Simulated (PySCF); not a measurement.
**BI3, singlet: computed properties**

Computed with PBE in PySCF with B def2-TZVP, I def2-TZVP with ECP28; scalar-relativistic core potentials, no spin–orbit coupling; density-fitted integrals.

The structure is a minimum.

```json
{"Point group": "D3h", "Bond lengths": "B–I 2.126 Å (×3)", "Bond angles": "I–B–I 120.0° (×3)", "Rotational symmetry number": "6", "Principal quadrupole moments (Buckingham, traceless) about the centre of mass": "-2.26, 1.13, 1.13 D Å", "Rotational constants": "0.01959, 0.01959, 0.009794 cm⁻¹", "Heat capacity Cp at 298.15 K": "71.5 J/(mol K)", "Principal polarisabilities": "75.3, 138.4, 138.4 bohr³", "Enthalpy at 298.15 K above 0 K": "17.02 kJ/mol", "Entropy at 298.15 K and 1 bar": "351.1 J/(mol K)", "Dipole moment": "0.00 D", "Lowest empty level": "-3.26 eV", "Atomisation energy without zero-point energy": "998 kJ/mol", "Highest occupied level": "-6.27 eV", "Zero-point energy": "12.3 kJ/mol"}
```

Harmonic modes (masses in u: B 11.009, I 126.904):
```
symmetry  ω (cm⁻¹)  IR (km/mol, summed over degenerate members)   μ (u)
      e'        99                                          0.0  105.82
     a1'       188                                          0.0  126.90
    a2''       306                                          1.7   11.30
      e'       685                                          443   11.50
```

In D3h the vibrations span 2e' + a1' + a2''. The a1' mode carries no infrared intensity, as symmetry demands.

Charges (e):
```json
{"atom": "B1", "Mulliken": "-0.20", "Löwdin": "-1.57", "polar tensor": "0.98", "Mayer order to B1": "–"}
{"atom": "I2,3,4", "Mulliken": "0.07", "Löwdin": "0.52", "polar tensor": "-0.33", "Mayer order to B1": "1.32"}
```

Mulliken populations on B1: s 3.12, p 1.85, d 0.22, f 0.01.

Outer orbital energies (eV). occupied: -9.34, -9.34, -8.25, -6.96, -6.96, -6.92, -6.92, -6.27; empty: -3.26, -1.95, -0.30, -0.30.

Counting electrons, boron keeps none of its valence electrons outside its bonds, so the VSEPR class is AX3 and the expected shape is trigonal planar (D3h), as computed.

The final relaxation and frequency run took 45 s on 4 threads of a shared Arm Neoverse V2 host, with 181 basis functions and 7 gradients; the process peaked at 1.6 GiB.
